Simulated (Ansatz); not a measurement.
Reaction (hydrogenolysis of a Ga–Cl bond): `[NH2][Ga]([NH2])[Cl]` + H₂ → `[NH2][GaH][NH2]` + HCl

Calculated with Ansatz (gas phase, PBE0-D4/def2-TZVP geometries, no zero-point term in ΔE). CCSD(T)/CBS is the MP2 limit (def2-TZVPP, def2-QZVPP) plus CCSD(T) − MP2 in def2-TZVPP, frozen cores. This one scheme is used for every species. DFT in def2-TZVPP. For Ga outer-core shells are correlated without core-valence functions, which leaves a few kJ/mol of doubt a bond. Scalar relativity is left out up to krypton. One conformer a species, not always the lowest.

CCSD(T)/CBS gives +1.04 eV.

(1) Another level gave +1.04 eV. Which?
A. MP2/def2-TZVPP
B. CCSD(T)/def2-TZVPP
C. PBE/def2-TZVPP
D. LDA (SPW92)/def2-TZVPP

Largest T1 diagnostic among the species: 0.013.

## Answers

(1) B. CCSD(T)/def2-TZVPP 1.04, PBE 0.97, MP2/def2-TZVPP 1.12, LDA (SPW92) 0.91 eV.

The D4 term adds +0.07 eV with B3LYP and +0.04 eV with PBE0; it sums over pairs of atoms, weighted by their polarisabilities, and B3LYP, whose exchange is more repulsive, gets the larger term. Leaving LDA and LC-ωPBE aside and taking each functional with its dispersion term where it has one, the values, not all of them listed here, spread over 0.12 eV, from B97M-V to r2SCAN0-D4. LDA lies −0.06 eV from PBE without D4. From BLYP to BHLYP (50 % exact exchange), in def2-TZVPP and without D4, ΔE moves by +0.06 eV.

B3LYP here is the variant with VWN-RPA as its local correlation; programs differ in this.
